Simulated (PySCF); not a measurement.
Excitations are Tamm–Dancoff values on a coarser integration grid. The basis has no diffuse functions, so Rydberg states are missing or too high.

Species: HF₃SSi, SMILES `F[Si](F)(F)S` (charge 0, multiplicity 1).

Problem. Predict the T1 excitation (TDA), LUMO and HOMO–LUMO gap from PBE-D3(BJ)/def2-TZVP (PySCF 2.14.0).

Solution. 
| Quantity | Result |
|---|---|
| T1 excitation (TDA) | 5.70 eV |
| LUMO | -1.19 eV |
| HOMO–LUMO gap | 6.06 eV |
